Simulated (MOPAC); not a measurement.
Input for MOPAC: AM1 on H2OSSi (SMILES O[Si]S), a point of a torsion scan.

```
AM1 1SCF PRECISE CHARGE=0 THREADS=1
H2OSSi

O     -1.12221188 1     0.29243356 1    -0.07826863 1
Si    -0.14593470 1    -0.88834325 1    -0.66083760 1
S      1.50991498 1    -0.52611175 1     0.71840792 1
H     -1.99299528 1     0.48649330 1    -0.41076644 1
H      0.75606452 1    -0.07838426 1     1.71142359 1
```

The log:

```
*******************************************************************************
 **                                                                           **
 **                              MOPAC v23.2.5                                **
 **                                                                           **
 *******************************************************************************
 ** MOPAC's Digital Object Identifier: https://doi.org/10.5281/zenodo.6511958 **
 **                                                                           **
 ** Please cite the open-source release paper for use of this MOPAC version:  **
 ** J. E. Moussa and J. J. P. Stewart (2026)                                  **
 ** MOPAC: An open-source semiempirical molecular orbital program             **
 ** J. Open Source Softw., 11(119), 8025, https://doi.org/10.21105/joss.08025 **
 *******************************************************************************

                              AM1 CALCULATION RESULTS

 *******************************************************************************
 *  AM1        - The AM1 Hamiltonian to be used
 *
 *
 *
 *                 CHARGE ON SYSTEM = 0
 *
 *
 *
 *  PRECISE    - TIGHTER CRITERIA TO BE USED
 *  1SCF       - DO 1 SCF AND THEN STOP
 *  THREADS=1  - MULTI-THREADING NOT USED
 *  T=         - A TIME OF 172800.0 SECONDS REQUESTED
 *  DUMP=N     - RESTART FILE WRITTEN EVERY 7200.0 SECONDS REQUESTED
 *******************************************************************************
AM1 1SCF PRECISE CHARGE=0 THREADS=1
 H2OSSi

   ATOM   CHEMICAL          X               Y               Z
  NUMBER   SYMBOL      (ANGSTROMS)     (ANGSTROMS)     (ANGSTROMS)

     1       O         -1.12221188  *   0.29243356  *  -0.07826863  *
     2      Si         -0.14593470  *  -0.88834325  *  -0.66083760  *
     3       S          1.50991498  *  -0.52611175  *   0.71840792  *
     4       H         -1.99299528  *   0.48649330  *  -0.41076644  *
     5       H          0.75606452  *  -0.07838426  *   1.71142359  *



          CARTESIAN COORDINATES

    NO.       ATOM           X           Y           Z

     1         O         -1.1222      0.2924     -0.0783
     2        Si         -0.1459     -0.8883     -0.6608
     3         S          1.5099     -0.5261      0.7184
     4         H         -1.9930      0.4865     -0.4108
     5         H          0.7561     -0.0784      1.7114

  H: (AM1): M.J.S. DEWAR ET AL, J. AM. CHEM. SOC. 107 3902-3909 (1985)
  O: (AM1): M.J.S. DEWAR ET AL, J. AM. CHEM. SOC. 107 3902-3909 (1985)
 Si: (AM1): M.J.S.DEWAR, C. JIE, ORGANOMETALLICS, 6, 1486-1490 (1987).
  S: (AM1): M.J.S. DEWAR, Y-C YUAN, INORGANIC CHEMISTRY, 29, 3881:3890,  (1990)

           Empirical Formula: H2 O Si S  =     5 atoms



      MOLECULAR POINT GROUP   :   C1


      RHF CALCULATION, NO. OF DOUBLY OCCUPIED LEVELS = 9


 -------------------------------------------------------------------------------
 AM1 1SCF PRECISE CHARGE=0 THREADS=1
 H2OSSi



     1SCF WAS SPECIFIED, SO BFGS WAS NOT USED
     SCF FIELD WAS ACHIEVED


                              AM1 CALCULATION
                                                       MOPAC v23.2.5 Linux




          FINAL HEAT OF FORMATION =        -29.55864 KCAL/MOL =    -123.67334 KJ/MOL


          COSMO AREA              =        107.21 SQUARE ANGSTROMS
          COSMO VOLUME            =         96.69 CUBIC ANGSTROMS

          IONIZATION POTENTIAL    =          8.057406 EV
          HOMO LUMO ENERGIES (EV) =         -8.057 -0.884
          NO. OF FILLED LEVELS    =          9
          MOLECULAR WEIGHT        =         78.1607         POINT GROUP:  C1

          MOLECULAR DIMENSIONS (Angstroms)

            Atom       Atom       Distance
            H     4    S     3     3.81717
            H     5   Si     2     2.31711
           Si     2    O     1     0.36025


          SCF CALCULATIONS        =          1





   ATOM   CHEMICAL          X               Y               Z
  NUMBER   SYMBOL      (ANGSTROMS)     (ANGSTROMS)     (ANGSTROMS)

     1       O         -1.12221188  *   0.29243356  *  -0.07826863  *
     2      Si         -0.14593470  *  -0.88834325  *  -0.66083760  *
     3       S          1.50991498  *  -0.52611175  *   0.71840792  *
     4       H         -1.99299528  *   0.48649330  *  -0.41076644  *
     5       H          0.75606452  *  -0.07838426  *   1.71142359  *

                             CARTESIAN COORDINATES

   1    O       -1.122211880     0.292433560    -0.078268630
   2   Si       -0.145934700    -0.888343250    -0.660837600
   3    S        1.509914980    -0.526111750     0.718407920
   4    H       -1.992995280     0.486493300    -0.410766440
   5    H        0.756064520    -0.078384260     1.711423590


           Empirical Formula: H2 O Si S  =     5 atoms



      MOLECULAR POINT GROUP   :   C1


                  EIGENVALUES
 -37.24474 -20.28655 -18.29483 -15.10687 -14.51665 -14.17127 -11.61865  -9.97688
  -8.05741  -0.88435  -0.62453   1.14497   1.63404   5.05727


              NET ATOMIC CHARGES AND DIPOLE CONTRIBUTIONS

  ATOM NO.   TYPE          CHARGE      No. of ELECS.   s-Pop       p-Pop
    1          O          -0.631825        6.6318     1.82821     4.80362
    2         Si           0.676863        3.3231     1.49191     1.83122
    3          S          -0.407597        6.4076     1.91522     4.49238
    4          H           0.263308        0.7367     0.73669
    5          H           0.099252        0.9007     0.90075
 DIPOLE           X         Y         Z       TOTAL
 POINT-CHG.    -2.185    -2.168    -3.021     4.313
 HYBRID        -1.540     2.940     2.933     4.429
 SUM           -3.725     0.772    -0.089     3.805


          ATOMIC ORBITAL ELECTRON POPULATIONS

     Atom    s        px        py        pz
    1  O   1.82821   1.36370   1.69619   1.74373
    2 Si   1.49191   0.45363   0.64112   0.73647
    3  S   1.91522   1.36469   1.78462   1.34308
    4  H   0.73669
    5  H   0.90075

 **********************
 *                    *
 * JOB ENDED NORMALLY *
 *                    *
 **********************




 == MOPAC DONE ==
```

The run finished.

Cost: roughly 0.020 core-seconds.
